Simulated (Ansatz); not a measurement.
Input file for Ansatz (a quantum-chemistry and plane-wave program): R-SVWN5/def2-TZVPPD on HCl (SMILES Cl). Files ending in .json are basis or fitting sets from the Basis Set Exchange.

Ansatz 0.2 input:
```yaml
crystal:
  periodic: [false, false, false]
  atoms:
    - {symbol: Cl, position_ang: [-0.42479100, 0.48822500, 0.35487020]}
    - {symbol: H, position_ang: [-1.11214659, 0.83490298, -0.67175917]}
basis:
  gaussian:
    orbitals: def2-TZVPPD.json
hamiltonian:
  xc: {name: SVWN5}
scf: {lower_state_search: off}
```

The log:

```
WARN ansatz: RAYON_NUM_THREADS=1 ignored (pool sized by the plan → 1); use --threads N
Functional definition: SVWN5
these checks for a lower state are left out or cut short: stability, starts, cluster_reference, orbital_swaps, neighbouring_geometries, increment
integrals: 0.01 GiB planned
383 factors; their error is unknown
mean field: 0.11 GiB planned
mean field evaluation 1: about -12498.4085 eV, gradient 1.2e1 eV
mean field evaluation 2: about -12498.3233 eV, gradient 1.5e1 eV
mean field evaluation 4: about -12498.7782 eV, gradient 6.5e-1 eV
mean field evaluation 8: about -12498.7719 eV, gradient 2.6e-3 eV
mean field -12498.77186985 eV, -459.3213942450 hartree, gradient 1.4e-6 eV, S^2 0.000000; 0 other end points of the search recorded, 0 dependent functions left out
reference -12498.77191578 eV, -459.3213959330 hartree; 9, 9 occupied and 59, 59 virtual orbitals, 383 factors
Total energy: -12498.77191578 eV, -459.3213959330 hartree
Checks for a lower state left out: stability, starts, cluster_reference, orbital_swaps, neighbouring_geometries, increment
```

The calculation finished and met its thresholds.

Cost: roughly 0.19 core-seconds.
